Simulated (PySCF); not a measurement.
**Relaxation of valence singlet (4f shell in the core) LuF₃**

Computed with PBE0/[Lu lcecp-1-TZVP with ECP60, F def2-TZVP], scalar-relativistic core potentials, density fitting, no spin–orbit coupling, PySCF. A (50,194) grid was used.

A hand-made T-shaped start, of C2v symmetry, held to at least that symmetry:

```xyz
4
charge 0 multiplicity 1, angstrom
Lu    0.0000    0.0000   -0.1980
F     0.0000    0.0000    2.0620
F     2.2586    0.0000   -0.1191
F    -2.2586    0.0000   -0.1191
```

What does it relax to?

It ends at D3h with Lu–F 1.971 Å (×3); F–Lu–F 120.0° (×3) (after a last refinement on a finer grid). A frequency run shows a minimum. Other isomers or separated fragments may lie lower.

How much energy is released, and in how many steps?

284.3 kJ/mol in 9 steps.

The 4f shell sits in the core potential, so its spin is not counted.

The relaxation took roughly 7 core-minutes on a shared host.
